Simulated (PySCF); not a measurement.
**Shapes and spin states of WOI₂**

Method: PBE0 in PySCF with W def2-SVP with ECP60, O def2-SVP, I def2-SVP with ECP28; scalar-relativistic core potentials, no spin–orbit coupling; density-fitted integrals.

Relaxations began from a few typed shapes and spin states; open shells are unrestricted. The search is not exhaustive: other isomers or separated fragments can lie lower, and high-lying points may rest on an excited occupation.

(1) Which is the lowest minimum found?
A. singlet (closed shell, unstable to spin polarisation) C2v: W–I 2.585 Å (×2), W–O 1.667 Å; I–W–I 133.9°, I–W–O 113.0° (×2)
B. singlet (closed shell, unstable to spin polarisation) C2v: W–I 2.586 Å (×2), W–O 1.667 Å; I–W–I 133.9°, I–W–O 113.0° (×2)
C. triplet C2v: W–I 2.631 Å (×2), W–O 1.675 Å; I–W–I 125.3°, I–W–O 117.4° (×2)
D. triplet C2v: W–I 2.631 Å (×2), W–O 1.675 Å; I–W–I 125.3°, I–W–O 117.3° (×2)

Answers

(1) D. The others lie at 0.2 (triplet C2v), 46.9 (singlet C2v), 47.1 (singlet C2v) kJ/mol above it.

Formally W is in oxidation state +4, d2, with 2 unpaired electrons (the high-spin count). The Mulliken spin on W is 2.11. The polar-tensor charge on W, 1.53, is far below the formal one.

For the lowest minimum: open d and f shells are described by one determinant, and the ground state may have another occupation or spin. With an element this heavy the missing spin–orbit coupling can shift these numbers.
